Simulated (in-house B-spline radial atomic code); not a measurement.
A fraction x of an electron is moved 5d → 4f in Ce⁺, starting from [Xe] 4f1 5d2 and keeping the highest spin. Computed with a B-spline radial code for spherical atoms: scalar-relativistic (X2C) B3LYP, spin-polarised, spherical fractional occupations, Fermi nucleus of rms radius 4.8771 fm.

Caution: exact exchange at fractional occupations of open shells leaves self-interaction of up to several eV.

```json
{"x": "0", "E(x) - E(0) (eV)": "0.0000", "5d up level (eV)": "-7.526", "4f up level (eV)": "-8.042"}
{"x": "0.125", "E(x) - E(0) (eV)": "-0.0424", "5d up level (eV)": "-7.347", "4f up level (eV)": "-7.510"}
{"x": "0.25", "E(x) - E(0) (eV)": "-0.0414", "5d up level (eV)": "-7.170", "4f up level (eV)": "-6.994"}
{"x": "0.375", "E(x) - E(0) (eV)": "0.0010", "5d up level (eV)": "-6.996", "4f up level (eV)": "-6.496"}
{"x": "0.5", "E(x) - E(0) (eV)": "?", "5d up level (eV)": "?", "4f up level (eV)": "?"}
{"x": "0.625", "E(x) - E(0) (eV)": "?", "5d up level (eV)": "?", "4f up level (eV)": "?"}
{"x": "0.75", "E(x) - E(0) (eV)": "0.3573", "5d up level (eV)": "-6.499", "4f up level (eV)": "-5.127"}
{"x": "0.875", "E(x) - E(0) (eV)": "0.5449", "5d up level (eV)": "-6.346", "4f up level (eV)": "-4.721"}
{"x": "1", "E(x) - E(0) (eV)": "0.7626", "5d up level (eV)": "-6.201", "4f up level (eV)": "-4.346"}
```

Problem. What belongs in the row x = 0.5?

Solution. An energy change of 0.0830 eV; 5d up at -6.826 eV, 4f up at -6.017 eV.

Problem. What belongs in the row x = 0.625?

Solution. An energy change of 0.2026 eV; 5d up at -6.660 eV, 4f up at -5.559 eV.

Problem. Check Janak's theorem between x = 0.125 and 0.25.

Solution. The slope of the energy is 0.01 eV; the orbital levels give 0.01 eV (ε of the receiving orbital less ε of the emptying one, averaged over the two points).

Problem. Which occupation has the lowest energy, and what does it mean?

Solution. x = 0.125 (-0.042 eV). A minimum between the integers is an artefact of approximate functionals with fractional occupations.
